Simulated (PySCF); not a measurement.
Delta-SCF ions had no search for a lower state. Excitations are Tamm–Dancoff values on a coarser integration grid. The basis has no diffuse functions, so Rydberg states are missing or too high.

## C₄H₅ClSi, SMILES `ClC1=CC=C[SiH2]1` (charge 0, multiplicity 1)

Level of theory: PBE-D3(BJ)/def2-TZVP // B3LYP-D3(BJ)/def2-TZVP (PySCF).

```yaml
HOMO: -5.71 eV
dipole_moment: 1.52 D
HOMO–LUMO gap: 3.03 eV
LUMO: -2.68 eV
S1 excitation (TDA): 4.10 eV
S1 oscillator strength: 0.142
brightest of the four lowest singlets (TDA): 4.10 eV
T1 excitation (TDA): 2.49 eV
S1–T1 gap (TDA): 1.61 eV
vertical ionisation energy (Delta-SCF): 8.48 eV
total_energy: -904.6333 Ha
cost: around 4 core-minutes (rough)
```

```xyz
11

Cl     2.9683    -0.0320     0.4251
C      1.2579    -0.0814     0.1747
C      0.5605    -1.2109    -0.0174
C     -0.8937    -1.0284    -0.2121
C     -1.3812     0.2253    -0.1808
Si     0.0602     1.3692     0.1197
H      1.0056    -2.1988    -0.0333
H     -1.5128    -1.9051    -0.3724
H     -2.4316     0.4393    -0.3148
H      0.3551     2.3080    -0.9859
H      0.0117     2.1148     1.3972
```
Charge 0, spin multiplicity 1.
